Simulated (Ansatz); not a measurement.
Energy needed to pull apart BH₂TeCl (SMILES ClB[TeH]), closed shell, into free ground-state atoms, from the structure below (displaced at random from a GFN2-xTB minimum); no zero-point or spin–orbit terms; open-shell atoms are treated unrestricted, in their ground-state multiplicity.

```
5
angstrom
Cl -1.1647 0.6449 1.3067
B -0.5746 -0.4705 0.1032
Te 1.3769 -0.1211 -0.9545
H -1.2154 -1.5050 -0.2704
H 1.5747 1.3767 -0.2577
```

Computed with Ansatz 0.2.0 (basis: def2-TZVPP); correlated methods freeze the cores. Filled d shells of the heavier atoms are correlated. Core potentials replace the inner electrons of the atoms past krypton. The def2 sets are not built for correlating such inner shells, so the correlated values are less sure here.

```csv
method,atomization energy (kJ/mol)
SPW92,1654
PBE-D4,1467
r2SCAN-D4,1442
PBE0-D4,?
wB97X-V,1425
wB97M-V,1418
HF,?
MP2,1410
CCSD,1349
CCSD(T),1382
```

What does PBE0-D4 give? (To be estimated.)

By the calculation: 1435 kJ/mol, which is about 53 kJ/mol more than CCSD(T)/def2-TZVPP.

What does HF give? (An estimate is asked for; the value comes from the calculation.)

The calculation gives: 1030 kJ/mol, which is about 352 kJ/mol less than CCSD(T)/def2-TZVPP.

In triple zeta the MP2 and coupled-cluster atomization energies are still short of their basis limit by a few kcal/mol a bond, whereas those of the functionals are nearly converged, so these differences are not deviations from converged CCSD(T).

T1 diagnostic: at most 0.015.

For scale, one of the runs: CCSD(T)/def2-TZVPP forces, 151 basis functions (an equivalent command: `ansatz run in.yaml --threads 4`). Hardware: 4 CPU threads, shared host. Wall time 94 s; peak host memory 2 GiB.
